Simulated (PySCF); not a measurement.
## Correlation energy of Ag⁺ (silver, charge +1)

[Kr] 4d9 5p1, one real determinant (an excited configuration). All numbers are calculated (PySCF 2.14, scalar relativity by spin-free X2C-1e, in x2c-TZVPPall with one added diffuse shell each of s, p, d, f type (9s7p7d3f1g, 95 functions)). Frozen: [Kr]; 10 electrons correlated.

| level | correlation energy (mhartree) |
| --- | --- |
| CCSD | -291.69 |
| (T) | -8.80 |
| CCSD(T) | -300.49 |

Diagnostics: T1 = 0.012, D1 = 0.0539, largest double amplitude 0.029.

The real determinant used has ⟨L²⟩ near 8 against 12 for a pure F term, so it mixes terms.

Cost of the coupled-cluster step: about 30 core-seconds, for 10 correlated electrons.

The reference is one real determinant that mixes LS terms of this configuration.
